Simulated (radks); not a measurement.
Numerical settings for neutral hydrogen, 1s1. Method: non-relativistic Kohn-Sham, PBE, spin-polarised, spherical densities, point nucleus; open shells are filled with parallel spins first; computed with a radial shooting solver on a logarithmic mesh with Libxc functionals. The defaults (mesh step 0.008 in ln r, mesh end at 40 bohr or more with all orbitals vanishing there, Anderson mixing 0.5 over 9 steps, residual threshold near 1e-9 with the energy settled to 1e-9 hartree or 1e-11 of itself, here a cap of 95 iterations) give E = -0.5000 hartree and 1s at -7.594 eV in 13 iterations. Run on one thread of a shared host, so times are rough (Arm Neoverse N1): 0.05 s of CPU time, 0.05 s wall, 13 iterations on 2476 mesh points. One setting is changed at a time: mesh step in ln r 0.012; mesh step in ln r 0.02; mesh step in ln r 0.05; mesh end (bohr) 2; mesh end (bohr) 20; residual threshold 0.1; residual threshold 1e-13; mixing 2.5; linear mixing, mixing 0.05; linear mixing, mixing 0.8; mixing history 20; iteration cap 3. Which runs fail to converge, and which converge to a wrong energy?

Answer. Not converged within the cap: residual threshold 1e-13; linear mixing, mixing 0.05; linear mixing, mixing 0.8; iteration cap 3. Settled on a wrong energy, with an occupied level pushed above zero by the early mesh end: mesh end (bohr) 2 (+0.388 hartree). Apart from these: no run marked as converged misses the energy by more than 1 mhartree.
